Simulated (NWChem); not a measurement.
System: SiH2Cl, doublet; SMILES [SiH2]Cl

Parts of the log:

```
             Northwest Computational Chemistry Package (NWChem) 7.3.0
             --------------------------------------------------------

 CS  symmetry detected

                             Geometry "geometry" -> ""
                             -------------------------

 Output coordinates in angstroms (scale by  1.889725989 to convert to a.u.)

  No.       Tag          Charge          X              Y              Z
 ---- ---------------- ---------- -------------- -------------- --------------
    1 Si                  14.0000     0.07595126    -1.04206369     0.00000000
    2 Cl                  17.0000     0.01000655     1.04064408     0.00000000
    3 H                    1.0000    -0.61671451    -1.55102886     1.24023500
    4 H                    1.0000    -0.61671451    -1.55102886    -1.24023500

 Effective nuclear repulsion energy (a.u.)      76.5918942548

      Symmetry information
      --------------------

 Group name             Cs
 Group number              2
 Group order               2
 No. of unique centers     3

  pbe96 is a nonlocal functional; adding pw91lda local functional.

                                 NWChem DFT Module
                                 -----------------

 Summary of "ao basis" -> "ao basis" (spherical)
 ------------------------------------------------------------------------------
       Tag                 Description            Shells   Functions and Types
 ---------------- ------------------------------  ------  ---------------------
 Si                          3-21g                   7       13   4s3p
 Cl                          3-21g                   7       13   4s3p
 H                           3-21g                   2        2   2s

      Symmetry analysis of basis
      --------------------------

        a'         22
        a"          8

            General Information
            -------------------
          SCF calculation type: DFT
          Wavefunction type:  spin polarized.
          No. of atoms     :     4
          No. of electrons :    33
           Alpha electrons :    17
            Beta electrons :    16
          Charge           :     0
          Spin multiplicity:     2
          Use of symmetry is: on ; symmetry adaption is: on
          Maximum number of iterations: 150
          AO basis - number of functions:    30
                     number of shells:    18
          Convergence on energy requested:  1.00D-06
          Convergence on density requested:  1.00D-05
          Convergence on gradient requested:  5.00D-04

              XC Information
              --------------
          PerdewBurkeErnzerhof Exchange Functional  1.000
            Perdew 1991 LDA Correlation Functional  1.000 local
           PerdewBurkeErnz. Correlation Functional  1.000 non-local

             Grid Information
             ----------------
          Grid used for XC integration:  medium
          Radial quadrature: Mura-Knowles
          Angular quadrature: Lebedev.
          Tag              B.-S. Rad. Rad. Pts. Rad. Cut. Ang. Pts.
          ---              ---------- --------- --------- ---------
          Si                  1.10       88           7.0       590
          Cl                  1.00       88           8.0       590
          H                   0.35       45           8.0       434
          Grid pruning is: on
          Number of quadrature shells:   221
          Spatial weights used:  Erf1

      Superposition of Atomic Density Guess
      -------------------------------------

 Sum of atomic energies:        -745.60987103

      Non-variational initial energy
      ------------------------------

 Total energy =    -745.874036
 1-e energy   =   -1185.149573
 2-e energy   =     362.683643
 HOMO         =      -0.134703
 LUMO         =       0.071008

   Symmetry analysis of molecular orbitals - initial alpha
   -------------------------------------------------------

  Numbering of irreducible representations:

     1 a'          2 a"

  Orbital symmetries:

     1 a'          2 a'          3 a'          4 a'          5 a"
     6 a'          7 a'          8 a"          9 a'         10 a'
    11 a'         12 a'         13 a'         14 a"         15 a'
    16 a"         17 a'         18 a'         19 a"         20 a'
    21 a'         22 a"         23 a'         24 a'         25 a'
    26 a'         27 a"

   Symmetry analysis of molecular orbitals - initial beta
   ------------------------------------------------------

  Numbering of irreducible representations:

     1 a'          2 a"

  Orbital symmetries:

     1 a'          2 a'          3 a'          4 a'          5 a"
     6 a'          7 a'          8 a"          9 a'         10 a'
    11 a'         12 a'         13 a'         14 a"         15 a'
    16 a"         17 a'         18 a'         19 a"         20 a'
    21 a'         22 a"         23 a'         24 a'         25 a'
    26 a'         27 a"

     ---------------------------------------------
      Total Density - Mulliken Population Analysis
     ---------------------------------------------

    Atom       Charge   Shell Charges
 -----------   ------   -------------------------------------------------------
    1 Si  14    13.27   2.00  1.98  5.86  0.73  1.15  0.72  0.84
    2 Cl  17    17.54   2.00  1.96  5.91  1.13  3.12  0.88  2.54
    3 H    1     1.10   0.39  0.71
    4 H    1     1.10   0.39  0.71

     --------------------------------------------
      Spin Density - Mulliken Population Analysis
     --------------------------------------------

    Atom       Charge   Shell Charges
 -----------   ------   -------------------------------------------------------
    1 Si  14     0.82   0.00  0.00  0.01  0.05  0.23  0.11  0.42
    2 Cl  17     0.06   0.00  0.00  0.00  0.00  0.05 -0.00  0.02
    3 H    1     0.06   0.02  0.04
    4 H    1     0.06   0.02  0.04

   convergence    iter        energy       DeltaE   RMS-Dens  Diis-err
 ---------------- ----- ----------------- --------- --------- ---------
 d= 0,ls=0.0,diis     1   -746.7169988970 -8.23D+02  1.96D-02  8.08D-02
                                                     1.83D-02  7.51D-02
 d= 0,ls=0.0,diis     2   -746.6840983838  3.29D-02  1.35D-02  8.78D-02
                                                     1.51D-02  1.03D-01
 d= 0,ls=0.0,diis     3   -746.7484537449 -6.44D-02  4.46D-03  1.54D-02
                                                     4.22D-03  1.52D-02
 d= 0,ls=0.0,diis     4   -746.7586488388 -1.02D-02  1.10D-03  5.34D-04
                                                     8.29D-04  4.36D-04
 d= 0,ls=0.0,diis     5   -746.7589891776 -3.40D-04  2.51D-04  1.69D-05
                                                     2.49D-04  2.30D-05
  Resetting Diis
 d= 0,ls=0.0,diis     6   -746.7590062480 -1.71D-05  6.76D-05  1.27D-06
                                                     5.56D-05  1.05D-06
 d= 0,ls=0.0,diis     7   -746.7590075662 -1.32D-06  9.87D-06  5.98D-09
                                                     1.11D-05  2.10D-08
 d= 0,ls=0.0,diis     8   -746.7590075910 -2.48D-08  5.48D-06  4.57D-09
                                                     3.17D-06  1.24D-09

         Total DFT energy =     -746.759007591001
      One electron energy =    -1185.556401319073
           Coulomb energy =      411.621803397029
    Exchange-Corr. energy =      -49.416303923777
 Nuclear repulsion energy =       76.591894254820

 Numeric. integr. density =       32.999997238651

                  Occupations of the irreducible representations
                  ----------------------------------------------

                     irrep           alpha         beta
                     --------     --------     --------
                     a'               13.0         12.0
                     a"                4.0          4.0

                    DFT Final Alpha Molecular Orbital Analysis
                    ------------------------------------------

 Vector   15  Occ=1.000000D+00  E=-3.152394D-01  Symmetry=a'
              MO Center=  1.1D-01,  6.9D-01,  3.9D-14, r^2= 1.9D+00
   Bfn.  Coefficient  Atom+Function         Bfn.  Coefficient  Atom+Function
  ----- ------------  ---------------      ----- ------------  ---------------
    20      0.542423  2 Cl px                24      0.429311  2 Cl px
    16     -0.253636  2 Cl px                 7      0.177650  1 Si px
    11      0.169603  1 Si px                21      0.137426  2 Cl py
    25      0.103585  2 Cl py                 3     -0.087288  1 Si px
    10      0.083622  1 Si s                  8     -0.079938  1 Si py

 Vector   16  Occ=1.000000D+00  E=-2.847033D-01  Symmetry=a"
              MO Center= -1.0D-01,  5.3D-01, -2.3D-16, r^2= 2.5D+00
   Bfn.  Coefficient  Atom+Function         Bfn.  Coefficient  Atom+Function
  ----- ------------  ---------------      ----- ------------  ---------------
    22      0.563812  2 Cl pz                26      0.465970  2 Cl pz
    18     -0.262540  2 Cl pz                28     -0.229630  3 H  s
    30      0.229630  4 H  s                  9     -0.116406  1 Si pz
    27     -0.115996  3 H  s                 29      0.115996  4 H  s
     5      0.058380  1 Si pz

[...]

                         DFT ENERGY GRADIENTS

    atom               coordinates                        gradient
                 x          y          z           x          y          z
   1 Si      0.143527  -1.969215   0.000000   -0.002303   0.034553   0.000000
   2 Cl      0.018910   1.966532   0.000000    0.001174  -0.035220   0.000000
   3 H      -1.165421  -2.931020   2.343704    0.000564   0.000333  -0.001374
   4 H      -1.165421  -2.931020  -2.343704    0.000564   0.000333   0.001374
```

Level: PBE/3-21G, spin-unrestricted. In the optimisation the excess spin sits in a' (Cs, its own frame). Geometry: optimised at PBE-D3(BJ)/def2-SVP, spin-unrestricted. No stability test was run on the SCF state.

### Question
Which NWChem input produces such a log?

### Answer
One answer among several that fit: the input that was run:
```
start job
memory heap 200 mb stack 900 mb global 1100 mb
geometry units angstroms noautoz
  Si     0.129089     1.018967     0.000000
  Cl     0.002520    -1.060937     0.000000
  H     -0.548461     1.547888     1.240235
  H     -0.548461     1.547888    -1.240235
end
basis spherical
  Si library 3-21g
  Cl library 3-21g
  H library 3-21g
end
dft
  odft
  mult 2
  xc xpbe96 cpbe96
  iterations 150
  mulliken
end
task dft gradient
```
